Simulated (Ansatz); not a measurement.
CHO2 (SMILES O=C=[OH+]) moved off its minimum; all values from Ansatz (a quantum-chemistry and plane-wave program), cores frozen in correlated methods.
(charge 1, multiplicity 1)
```xyz
4

O      1.3151    -0.1532    -0.1215
C      0.0577     0.0141     0.0017
O     -1.2489    -0.1720     0.0796
H     -1.7643     0.3895    -0.2617
```

Task: Give the forces (eV/Å), the total energy and the dipole at CCSD(T)/aug-cc-pVTZ.

Result: 
| atom | Fx | Fy | Fz |
|---|---|---|---|
| O1 | -10.563 | 1.709 | 1.278 |
| C2 | 5.444 | -2.493 | -1.302 |
| O3 | 12.019 | -7.334 | 4.836 |
| H4 | -6.901 | 8.118 | -4.811 |
Energy -188.4821 hartree.

Doubts at one or more of the structures used: a restricted determinant that unrestricted orbitals would lower (CCSD(T)/aug-cc-pVTZ).
